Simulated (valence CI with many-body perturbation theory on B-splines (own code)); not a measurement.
# E1 transitions of Ho XVIII

Method: relativistic CI+MBPT: four valence electrons over a frozen Dirac-Fock core [Kr] 4d10, a basis of 7 s, 7 p, 7 d, 7 f, 4 g, 2 h functions for each j, with the one-electron correlation potential Σ1 (screened to all orders), the two-electron term Σ2, the three-electron term Σ3, Breit, model QED; selected single and double excitations, second order for the rest, scaled by the run's own slope (own B-spline code, finite nucleus).

No measured spectrum was set against this ion. As an estimate, terms of the open shell hold to a few per cent of their energy, and close levels can change places.

Lines 151 to 200 of 411 in falling wavelength, among levels below 436860 cm⁻¹, chosen from the strongest by gf and those to the six lowest levels. Wavelengths and rates use the calculated energies, so an error of 2000 cm⁻¹ moves a line at 527.6 Å by 1.1 % and its rate by three times that or more. Electric multipoles are in the length gauge, E1 and E2 with the static RPA response of the core. Weak lines are less certain than strong ones. Lines between different terms over intervals too small for the method are left out, as are lines whose strength nearly cancels. Where a level lies close to another of its J and parity, the split of strength between their lines is uncertain. The highest levels of a list are the least certain.

Names give the largest LS component (configuration and term), which can be under half, so a name can repeat, a term be missing and a line seem to break the LS rules; names also repeat where a configuration has a term twice. Letters in brackets count levels of one name in rising energy.

```
λ vac (Å)             Upper             Lower   A (s⁻¹)  S (a.u.) with core polarisation  S without
    527.6  4f3.5s 3G°_4 [c]      4f4 3F_3 [c]  1.01e+05                         6.62e-05   6.51e-05
    527.5       4f3.5p 3H_4  4f3.5s 1G°_4 [b]  1.08e+05                         7.02e-05   9.01e-05
    527.3       4f3.5p 5K_6  4f3.5s 3I°_6 [b]  8.61e+05                         8.10e-04   1.04e-03
    527.2  4f3.5s 3I°_5 [a]          4f4 5I_4  3.58e+01                         2.85e-08   1.43e-08
    526.5  4f3.5s 3G°_5 [d]      4f4 3H_4 [c]  6.60e+04                         5.23e-05   5.48e-05
    526.5      4f3.5s 1K°_7      4f4 3K_8 [a]  2.06e+04                         2.23e-05   2.36e-05
    526.3      4f3.5s 5G°_5      4f4 5F_4 [a]  2.87e+04                         2.27e-05   2.47e-05
    525.9      4f3.5s 5G°_6          4f4 5F_5  7.85e+04                         7.33e-05   7.83e-05
    525.6       4f3.5p 5I_5      4f3.5s 5D°_4  3.80e+04                         2.99e-05   3.87e-05
    524.6  4f3.5s 3S°_1 [a]          4f4 5F_1  1.11e+03                         2.38e-07   2.45e-07
    522.5      4f3.5s 3L°_8          4f4 3L_9  2.54e+04                         3.04e-05   2.98e-05
    522.4       4f3.5p 3H_4      4f3.5s 5D°_3  2.38e+05                         1.51e-04   1.94e-04
    521.6       4f3.5p 5I_5  4f3.5s 3G°_5 [c]  4.26e+05                         3.28e-04   4.24e-04
    521.0       4f3.5p 5K_6  4f3.5s 3I°_5 [b]  8.01e+05                         7.27e-04   9.37e-04
    520.9      4f3.5s 3L°_7          4f4 3L_8  1.95e+04                         2.05e-05   2.10e-05
    520.5      4f3.5s 3L°_7          4f4 3M_8  3.52e+04                         3.67e-05   3.76e-05
    520.4      4f3.5s 3L°_8          4f4 3L_8  4.79e+04                         5.66e-05   5.79e-05
    520.4  4f3.5s 3H°_4 [b]      4f4 3I_5 [a]  2.67e+04                         1.67e-05   1.64e-05
    520.2  4f3.5s 3D°_2 [a]      4f4 3D_3 [a]  4.37e+04                         1.52e-05   1.54e-05
    518.5       4f3.5p 5I_5  4f3.5s 3I°_6 [b]  6.10e+05                         4.62e-04   5.93e-04
    516.6      4f3.5s 1K°_7      4f4 3K_7 [a]  1.69e+04                         1.72e-05   1.86e-05
    516.4  4f3.5s 3D°_1 [a]      4f4 3P_0 [a]  9.06e+04                         1.85e-05   1.88e-05
    516.1  4f3.5s 1D°_2 [c]      4f4 1D_2 [b]  1.47e+05                         4.99e-05   4.80e-05
    515.2      4f3.5s 3L°_9          4f4 3L_9  5.72e+04                         7.33e-05   7.54e-05
    514.9  4f3.5s 3G°_3 [c]      4f4 3F_2 [b]  1.38e+05                         6.52e-05   6.19e-05
    514.8  4f3.5s 3I°_6 [a]          4f4 5I_5  6.22e+01                         5.45e-08   4.71e-08
    514.6       4f3.5p 3H_4  4f3.5s 3G°_4 [b]  3.74e+05                         2.27e-04   2.94e-04
    514.1      4f3.5s 3L°_7          4f4 3L_7  4.61e+04                         4.63e-05   4.59e-05
    513.7  4f3.5s 3D°_3 [c]      4f4 3F_3 [a]  4.13e+04                         1.93e-05   1.88e-05
    512.9       4f3.5p 3H_4  4f3.5s 3D°_3 [a]  8.07e+04                         4.84e-05   6.25e-05
    512.4       4f3.5p 5I_5  4f3.5s 3I°_5 [b]  2.34e+05                         1.71e-04   2.19e-04
    511.3  4f3.5s 3G°_3 [c]      4f4 3H_4 [b]  4.43e+04                         2.05e-05   2.23e-05
    509.9       4f3.5p 5I_5  4f3.5s 1G°_4 [b]  2.11e+06                         1.52e-03   1.96e-03
    509.3  4f3.5s 3G°_5 [d]      4f4 3G_4 [b]  5.02e+04                         3.60e-05   3.81e-05
    509.1       4f3.5p 3H_4  4f3.5s 3G°_5 [b]  6.53e+04                         3.83e-05   4.87e-05
    506.0  4f3.5s 3D°_1 [a]      4f4 3P_1 [a]  9.76e+04                         1.87e-05   1.83e-05
    505.9  4f3.5s 3H°_4 [a]          4f4 5I_5  2.49e+02                         1.43e-07   1.27e-07
    505.1       4f3.5p 5K_5  4f3.5s 1G°_4 [a]  6.58e+04                         4.60e-05   5.89e-05
    504.9  4f3.5s 3G°_5 [a]          4f4 5I_5  2.32e+02                         1.62e-07   1.47e-07
    504.3      4f3.5s 3P°_2          4f4 5F_1  2.80e+03                         8.86e-07   9.34e-07
    504.0       4f3.5p 5K_5  4f3.5s 3G°_4 [a]  1.95e+05                         1.36e-04   1.75e-04
    503.9  4f3.5s 1F°_3 [a]      4f4 1D_2 [b]  6.49e+04                         2.87e-05   2.91e-05
    503.3  4f3.5s 3G°_4 [c]      4f4 3G_3 [b]  5.03e+04                         2.85e-05   2.86e-05
    503.1  4f3.5s 3F°_2 [b]      4f4 3P_1 [b]  1.38e+05                         4.32e-05   4.27e-05
    502.7      4f3.5s 5D°_3      4f4 5F_4 [b]  4.38e+04                         1.92e-05   1.87e-05
    502.3       4f3.5p 5K_5  4f3.5s 1H°_5 [a]  1.95e+05                         1.34e-04   1.73e-04
    501.6       4f3.5p 3H_4  4f3.5s 3G°_3 [b]  2.60e+07                         1.46e-02   1.88e-02
    501.4  4f3.5s 3H°_6 [a]          4f4 5I_7  1.17e+02                         9.50e-08   8.81e-08
    501.1       4f3.5p 5K_6      4f3.5s 1K°_7  3.85e+05                         3.11e-04   3.99e-04
    500.6       4f3.5p 5K_6  4f3.5s 3G°_5 [b]  1.26e+05                         1.01e-04   1.30e-04
```
